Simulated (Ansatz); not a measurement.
Consider the formal exchange of groups at the Sn–Cl bond: `[NH2][Sn][Cl]` + `N=C(F)O[SiH3]` → `[NH2][Sn][O][SiH3]` + `N=C(F)Cl`.

Program: Ansatz. Geometries: PBE0-D4/def2-TZVP. ΔE: electronic, gas phase. CCSD(T)/CBS is the MP2 limit (def2-TZVPP, def2-QZVPP) plus CCSD(T) − MP2 in def2-TZVPP, frozen cores. Functionals use def2-TZVPP. B3LYP here is the variant with VWN-RPA as its local correlation; programs differ in this. def2 core potentials past Kr. For Sn outer-core shells are correlated without core-valence functions, which leaves a few kJ/mol of doubt a bond. Each species was taken in one conformer, which may not be the lowest.

`[NH2][Sn][Cl]`:

Z-matrix (Å, degrees):
```
N
Sn 1 2.004
H 1 1.008 2 124.8
H 1 1.009 2 123.1 3 180.0
Cl 2 2.386 1 93.3 3 -180.0
```

`N=C(F)O[SiH3]`:

Cartesian coordinates in Å:
```
N 0.481 -1.596 -0.909
C -0.618 -1.045 -0.683
F -1.725 -1.606 -1.128
O -0.942 0.071 -0.040
Si 0.166 1.103 0.675
H 1.270 -1.087 -0.525
H 1.104 1.605 -0.359
H -0.653 2.188 1.249
H 0.917 0.368 1.720
```

`[NH2][Sn][O][SiH3]`:

Z-matrix (Å, degrees):
```
Si
O 1 1.623
H 1 1.489 2 110.7
H 1 1.489 2 110.7 3 -120.4
H 1 1.496 2 112.1 3 119.8
Sn 2 1.989 1 144.0 3 -119.2
N 6 2.011 2 95.2 1 -0.1
H 7 1.010 6 124.3 2 -0.1
H 7 1.008 6 124.2 2 -179.9
```

`N=C(F)Cl`:

```xyz
5

N    -0.526   -0.743    0.510
C    -0.052    0.051   -0.312
F    -0.446    0.055   -1.565
Cl    1.153    1.268   -0.068
H    -0.129   -0.631    1.435
```

CCSD(T)/CBS gives +73.1 kJ/mol.

Task: Another level gave +81.6 kJ/mol. Which?
A. LDA (SPW92)/def2-TZVPP
B. BHLYP-D4/def2-TZVPP
C. B3LYP-D4/def2-TZVPP
D. BLYP/def2-TZVPP

Result: A. LDA (SPW92) 81.6, BLYP 71.1, BHLYP-D4 87.3, B3LYP-D4 77.2 kJ/mol.

Task: What do rigid-rotor, harmonic-oscillator terms from PBE0-D4/def2-TZVP frequencies (298.15 K, 1 bar) make of the CCSD(T)/CBS value? (An estimate is asked.)

Result: The calculation gave: ΔZPE = -3.9 kJ/mol, ΔH = +69.9 kJ/mol, ΔS = 10 J/(mol·K), ΔG = +66.9 kJ/mol. Modes under 50 cm⁻¹ make the entropy rough.

Largest T1 diagnostic among the species: 0.016.

At CCSD(T), def2-SVP lies +8.6 kJ/mol from the extrapolated value and def2-TZVPP −0.1 kJ/mol. From BLYP to BHLYP (50 % exact exchange), in def2-TZVPP and without D4, ΔE moves by +19.3 kJ/mol.
